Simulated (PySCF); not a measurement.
A set of runs on `C[C@@H]1CCN[SiH2]1`; the geometry of each is named by its level. Settings lines and outputs come from a driver script.

Species: C4H11NSi.
SMILES with atom numbers: `[CH3:1][C@@H:2]1[CH2:3][CH2:4][NH:5][SiH2:6]1` (hydrogens: H7, H8, H9 on C1; H10 on C2; H11, H12 on C3; H13, H14 on C4; H15 on N5; H16, H17 on Si6)

Step 1: PBE0-D3(BJ)/def2-SVP geometry optimisation, gas phase (PySCF 2.14.0) (from the GFN2-xTB geometry)
```json
{"job": {"xc": "PBE0", "basis": "def2-SVP", "d3": "d3bj", "grid": 1, "kind": "geom"}, "charge": 0, "multiplicity": 1}
```
```
step   0  E = -502.69591784  max force = 0.017518
step   1  E = -502.69941800  max force = 0.005071
step   2  E = -502.69968770  max force = 0.001838
step   3  E = -502.69977266  max force = 0.000989
step   4  E = -502.69979776  max force = 0.000529
step   5  E = -502.69983949  max force = 0.000877
step   6  E = -502.69985470  max force = 0.000595
step   7  E = -502.69985882  max force = 0.000270
optimisation converged
```

Final energy -502.69986 Eh after 7 steps; dipole 0.98 D. Energies in Eh; «max force» is the largest Cartesian gradient component in Eh/bohr.

The run took 65 s of wall time on an Arm Neoverse V2 with one thread, on a shared host.

Step 2: TDDFT wB97X-D/def2-SVPD, vertical, gas phase, core orbitals frozen in the response (PySCF 2.14.0, density-fitted response routines) (on the PBE0-D3(BJ)/def2-SVP geometry)
```json
{"job": {"kind": "uv", "xc": "wB97X-D", "basis": "def2-SVPD", "ip": true}, "charge": 0, "multiplicity": 1}
```
```
...
Static polarisability (au): isotropic 80.392, principal 70.396 84.600 86.180
Singlet excitations
state   eV       nm        f      main configurations
  1   6.0321    205.5   0.00512   H->L 0.89
  2   6.4668    191.7   0.00862   H->L+1 0.69, H->L+2 0.15
  3   7.4041    167.5   0.00152   H->L+4 0.36, H->L+2 0.23, H->L+5 0.15
  4   7.5346    164.6   0.00438   H->L+2 0.46, H->L+6 0.12, H->L+5 0.12
  5   7.6720    161.6   0.02564   H-1->L 0.64, H-1->L+1 0.11
  6   7.7753    159.5   0.00279   H->L+3 0.31, H->L+4 0.27, H->L+6 0.10
  7   7.9088    156.8   0.03370   H->L+5 0.43, H->L+6 0.14, H->L+7 0.12
  8   7.9436    156.1   0.02911   H-1->L+1 0.53, H->L+6 0.14, H-1->L+4 0.09
  9   8.0547    153.9   0.06668   H->L+8 0.35, H->L+3 0.28, H->L+6 0.10
 10   8.3664    148.2   0.03467   H->L+7 0.47, H->L+3 0.08
Triplet excitations (Tamm-Dancoff, eV): 5.7990 6.3688 7.2127 7.2998
Vertical ionisation energy (delta-SCF) = 8.6159 eV
```

HOMO -8.41 eV, LUMO 2.22 eV; lowest singlet 6.03 eV; lowest triplet 5.80 eV (Tamm–Dancoff); mean polarisability 80.4 au.

The run took 81 s on Arm Neoverse V2, one thread, on a shared host.

Step 3: delta-SCF UKS SCAN, pcX-2 on the ionised atom, pcseg-1 elsewhere, spin-free X2C (PySCF 2.14.0) (on the PBE0-D3(BJ)/def2-SVP geometry)
```json
{"job": {"kind": "xps"}, "charge": 0, "multiplicity": 1}
```
```
...
ground state, core basis on atom 0 (C), 174 functions
  E(ground) = -503.83907817 Eh
hole in C 1s of atom 0
  E(ion) = -493.16326438 Eh   <S^2> = 0.7687   hole on atom = 1.000   binding energy = 290.504 eV
ground state, core basis on atom 1 (C), 174 functions
  E(ground) = -503.84147351 Eh
hole in C 1s of atom 1
  E(ion) = -493.18660859 Eh   <S^2> = 0.7699   hole on atom = 1.000   binding energy = 289.934 eV
ground state, core basis on atom 2 (C), 174 functions
  E(ground) = -503.84063497 Eh
hole in C 1s of atom 2
  E(ion) = -493.16697388 Eh   <S^2> = 0.7700   hole on atom = 1.000   binding energy = 290.445 eV
ground state, core basis on atom 3 (C), 174 functions
  E(ground) = -503.84095188 Eh
hole in C 1s of atom 3
  E(ion) = -493.13499445 Eh   <S^2> = 0.7719   hole on atom = 1.000   binding energy = 291.324 eV
ground state, core basis on atom 4 (N), 174 functions
  E(ground) = -503.85275404 Eh
hole in N 1s of atom 4
  E(ion) = -489.00381129 Eh   <S^2> = 0.7650   hole on atom = 1.000   binding energy = 404.060 eV
ground state, core basis on atom 5 (Si), 185 functions
  E(ground) = -503.89749584 Eh
hole in Si 1s of atom 5
  E(ion) = -436.05186580 Eh   <S^2> = 0.7523   hole on atom = 1.000   binding energy = 1846.174 eV
hole in Si 2p of atom 5
  E(ion) = -499.98145823 Eh   <S^2> = 0.7521   hole on atom = 1.003   binding energy = 106.561 eV
  2p3/2 = 106.333 eV   2p1/2 = 106.957 eV
```

C1s of C1 290.50 eV; C1s of C2 289.93 eV; C1s of C3 290.45 eV; C1s of C4 291.32 eV; N1s of N5 404.06 eV; Si1s of Si6 1846.17 eV; Si2p of Si6 106.54 eV (mean of the 2p shell). SCF cycles are left out; they run on a coarse grid, and E(ground) and E(ion) are re-evaluated on a finer one. For a 2p shell the printed binding energy is that of one 2p hole without spin–orbit coupling; the 2p3/2 and 2p1/2 values follow from a further step that adds the ground-state splitting of the three 2p orbitals and a mean-field spin–orbit operator, and the shell mean corrects the one hole to the average of the three. The log counts atoms from 0, this text from 1.

Hardware: an Arm Neoverse V2 with one thread, shared host. Cost: 69 s wall.

Geometry of the electronic-property runs (PBE0-D3(BJ)/def2-SVP):
```
atom  x, y, z in Å
C1     2.1304    0.1134    0.2423
C2     0.6364   -0.0326    0.4903
C3    -0.0481   -1.0745   -0.4090
C4    -1.5630   -0.8945   -0.3273
N5    -1.8109    0.5362   -0.3618
Si6   -0.4738    1.4815    0.2116
H7     2.6578   -0.8452    0.3816
H8     2.5911    0.8435    0.9258
H9     2.3333    0.4530   -0.7865
H10    0.4700   -0.3242    1.5451
H11    0.2720   -0.9073   -1.4531
H12    0.2476   -2.1034   -0.1428
H13   -2.0556   -1.4079   -1.1720
H14   -1.9464   -1.3704    0.6000
H15   -2.7749    0.8313   -0.4361
H16    0.0622    2.4604   -0.7922
H17   -0.7421    2.2647    1.4643
```

One conformer stands for the species.

The pairwise dispersion term of wB97X-D wasn't added to the energies; at a given geometry it leaves orbitals and properties as they are.
